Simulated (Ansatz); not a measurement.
`C[SiH]([AlH2])[GaH2]` + H₂ → `C[SiH2][GaH2]` + `[AlH3]` at 500 K and 1 bar (hydrogenolysis of the Si–Al bond).

Gas-phase electronic energies from Ansatz, PBE0-D4/def2-TZVP geometries. CCSD(T)/CBS is the MP2 limit (def2-TZVPP, def2-QZVPP) plus CCSD(T) − MP2 in def2-TZVPP, frozen cores. This one scheme is used for every species. For Ga outer-core shells are correlated without core-valence functions, which leaves a few kJ/mol of doubt a bond. Scalar relativity is left out up to krypton.

```json
{"species": "`C[SiH]([AlH2])[GaH2]`", "CCSD(T)/CBS energy (Eh)": "-2497.87188", "H − E (kJ/mol)": "250.1", "S (J/(mol·K))": "492.8"}
{"species": "H₂", "CCSD(T)/CBS energy (Eh)": "-1.17544", "H − E (kJ/mol)": "41.0", "S (J/(mol·K))": "145.5"}
{"species": "`C[SiH2][GaH2]`", "CCSD(T)/CBS energy (Eh)": "-2255.26778", "H − E (kJ/mol)": "219.6", "S (J/(mol·K))": "408.0"}
{"species": "`[AlH3]`", "CCSD(T)/CBS energy (Eh)": "-243.78045", "H − E (kJ/mol)": "68.7", "S (J/(mol·K))": "232.2"}
```

H − E and S are ideal-gas, rigid-rotor, harmonic terms from PBE0-D4/def2-TZVP, for one conformer and one mirror image of each species. For small species the MP2-based limit differs from directly extrapolated CCSD(T) by up to some mEh (0.8 for H₂); such offsets cancel only in part. 1 Eh = 2625.50 kJ/mol, R = 8.31446 J/(mol·K).

By hand: ΔE, ΔH, ΔS and ΔG.

ΔE = (-2255.26778) + (-243.78045) − (-2497.87188) − (-1.17544) = -0.00091 Eh = -2.4 kJ/mol. Δ(H − E) = 219.6 + 68.7 − 250.1 − 41.0 = -2.8, so ΔH = -5.2 kJ/mol. ΔS = 408.0 + 232.2 − 492.8 − 145.5 = 1.9 J/(mol·K). ΔG = -5.2 − 500 × (1.9)/1000 = -6.2 kJ/mol.

By hand: the equilibrium constant, and the temperature at which ΔG would vanish if ΔH and ΔS stayed fixed.

log₁₀ K = −ΔG/(RT ln 10) = 0.6. ΔH and −TΔS have one sign here, so there is no such temperature. One of them is within its doubt of zero, so this could turn.

The number of gas molecules stays the same, so ΔS is small and ΔH decides. A doubt of 5 kJ/mol in ΔE shifts log₁₀ K by 0.5 here. Other conformers and mirror images would add mixing entropy, several J/(mol·K) or more a flexible species. Modes under 60 cm⁻¹, often nearly free rotors, make the harmonic entropy too high. These are equilibria of isolated gas molecules and say nothing of rates. Largest T1 diagnostic: 0.013 (customary marks: 0.02 for closed shells, 0.045 for open ones).
